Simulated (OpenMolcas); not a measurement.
## Zr2+: effect of the IPEA shift

```
Program             : OpenMolcas 26.06
Basis               : ANO-RCC-VTZP [7s6p4d2f1g]
Scalar Hamiltonian  : DKH2, point nucleus
Active space        : 2 electrons in 9 orbitals (RAS2 4d 5s; RAS3 5p, at most 2 electrons)
State averaging     : 2S+1 = 3 even, 15 roots; 2S+1 = 1 even, 21 roots kept (CI in the orbitals of an earlier block); 2S+1 = 3 odd, 18 roots; 2S+1 = 1 odd, 18 roots kept (CI in the orbitals of an earlier block)
Spin-orbit coupling : RASSI with atomic mean-field integrals over the reference wave functions, term energies averaged over their components
```

Methods on the same reference wave functions:
A. RASSCF
B. MS-RASPT2, IPEA 0 Eh, imaginary shift 0.1 Eh (closed shells correlated: 4s 4p)
C. MS-RASPT2, IPEA 0.25 Eh, imaginary shift 0.1 Eh (closed shells correlated: 4s 4p)

Energies in cm-1 above 4d2 3F2, the measured ground level; measured values from Moore, Atomic Energy Levels, vol. II, NSRDS-NBS 35 (1971 reprint of NBS Circular 467, 1952); NIST levels as listed in Rynkun, Gaigalas and Jonsson, Astron. Astrophys. 637, A10 (2020).

| Level | A | B | C | Measured |
| --- | --- | --- | --- | --- |
| 4d2 3F2 | 0.0 | 0.0 | 0.0 | 0.0 |
| 4d2 3F3 | 685 | 704 | 704 | 681 |
| 4d2 3F4 | 1512 | 1526 | 1527 | 1486 |
| 4d2 1D2 | 7190 | 5430 | 5390 | 5742 |
| 4d2 3P0 | 10132 | 8010 | 8470 | 8062 |
| 4d2 3P1 | 10395 | 8290 | 8750 | 8326 |
| 4d2 3P2 | 10909 | 8820 | 9260 | 8838 |
| 4d2 1G4 | 14083 | 11580 | 11490 | 11049 |
| 4d 5s 3D1 | 18980 | 18690 | 18380 | 18399 |
| 4d 5s 3D2 | 19373 | 19080 | 18770 | 18803 |
| 4d 5s 3D3 | 20030 | 19740 | 19430 |  |
| 4d 5s 1D2 | 27498 | 25380 | 24990 | 25066 |
| 4d2 1S0 | 30805 | 23420 | 23520 | 23979 |
| 5s2 1S0 | 50414 | 49950 | 49330 | 48507 |
| 4d 5p 1D* 2 | 51397 | 53750 | 53570 |  |
| 4d 5p 3F* 2 | 53361 | 55400 | 55210 | 55556 |
| 4d 5p 3D* 1 | 53616 | 55550 | 55610 | 55614 |
| 4d 5p 3F* 3 | 53982 | 55950 | 55760 | 56075 |
| 4d 5p 3D* 2 | 54284 | 56260 | 56310 | 56436 |
| 4d 5p 3D* 3 | 55071 | 57010 | 57060 | 57347 |
| 4d 5p 3F* 4 | 55246 | 57210 | 57010 | 57681 |
| 4d 5p 3P* 1 | 58012 | 59240 | 59250 | 59697 |
| 4d 5p 3P* 0 | 58091 | 59400 | 59440 | 59945 |
| 4d 5p 3P* 2 | 58552 | 59870 | 59900 | 60356 |

Deviations, from unrounded energies. A percentage is the sum of absolute deviations over the sum of measured energies, with the sign that they share, or ± where signs differ.

```tsv
Against measurement	Levels	A	B	C
mean absolute deviation (cm-1)	21	2000	320	320
fine structure of the ground term (%)	2	+1.3	+2.9	+2.9
other terms of the ground configuration (%)	6	+26.5	±2.3	±3.8
other configurations (%)	13	±3.8	±0.8	±0.7
```

B, C lie about equally close to measurement and A furthest from it. The largest miss of C in the table is 5s2 1S0, by +830 cm-1. The ranking rests on the paired levels alone, and a cruder setting can come out closer through cancelling errors.

Between B and C the level of the table that moves most is 5s2 1S0, by 610 cm-1 (lowest in C, highest in B). Moves below CASPT2's spread within the term are not significant.

The two smallest mean deviations differ by little beside CASPT2's spread within terms, so their order carries little weight.

From A to B the spin-free energies of the other terms of 4d2 shown, above 3F, scale by factors of 0.72 to 0.81, as is usual when dynamic correlation screens the repulsion within a d or f shell.

The lowest spin-free term lies below A's lowest term by 0.262 hartree in B, 0.256 hartree in C.

CASPT2 does not keep the components of a term degenerate, so their means are used; among the terms shown or strongly mixed into the levels shown the widest spread is 950 cm-1 (4d2 3F, B). Terms from blocks run as CI alone lack orbitals of their own. A single d shell beside an s shell can misplace configurations of different d count against each other. Without dynamic correlation excited terms often stand tens of per cent too high (terms of higher spin than the ground term too low), and those without a measured partner can miss by more than the paired ones (holds for A). The CASPT2 spread within a term exceeds the gap to the next term for 4d 5p 3F* and 4d 5p 3D*, so the order of their levels is uncertain, and so are names and mixing where such terms share a J (holds for B). Measured partners are found by configuration, term and J. A level has none where our copy of the source lacks it or the pairing is in doubt (some pairs that miss far off the trend of their configuration count as doubtful), and it then counts in no deviation. Only configurations of the active space appear. Levels that lie high or do not pair safely by name in every column are left out.

* marks odd parity.
